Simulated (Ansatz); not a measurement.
| atom | x (Å) | y (Å) | z (Å) |
| --- | --- | --- | --- |
| H | -0.7229 | -0.1386 | 1.6449 |
| H | -1.1608 | 0.4258 | 1.8516 |
| H | 0.6307 | -1.8835 | 1.0058 |
| H | 0.1928 | -1.3191 | 1.2125 |
| H | 0.8291 | 1.3578 | 0.8465 |
| H | 0.3913 | 1.9222 | 1.0532 |
| H | 2.1827 | -0.3872 | 0.2074 |
| H | 1.7449 | 0.1773 | 0.4141 |
| H | -1.7449 | -0.1773 | -0.4141 |
| H | -2.1827 | 0.3872 | -0.2074 |
| H | -0.3913 | -1.9222 | -1.0532 |
| H | -0.8291 | -1.3578 | -0.8465 |
| H | -0.1928 | 1.3191 | -1.2125 |
| H | -0.6307 | 1.8835 | -1.0058 |
| H | 1.1608 | -0.4258 | -1.8516 |
| H | 0.7229 | 0.1386 | -1.6449 |

Basis set: 6-31G* (spherical functions). All electrons are correlated. Charge 0, multiplicity 1.

Computed with Ansatz (development build ahead of 0.2.0); each method stands on the lowest determinant of its kind that the runs found. Restricted open shells among the atoms or ions are ROHF, correlated in semicanonical orbitals with singles.

The atomization energy at this shape (free ground-state atoms in the same class of orbitals less the molecule, no zero-point energy) of singlet H16:

| method | atomization energy |
| --- | --- |
| RHF-MP2 | 30.49 eV |

Problem. What does RHF give?

Solution. 26.55 eV.
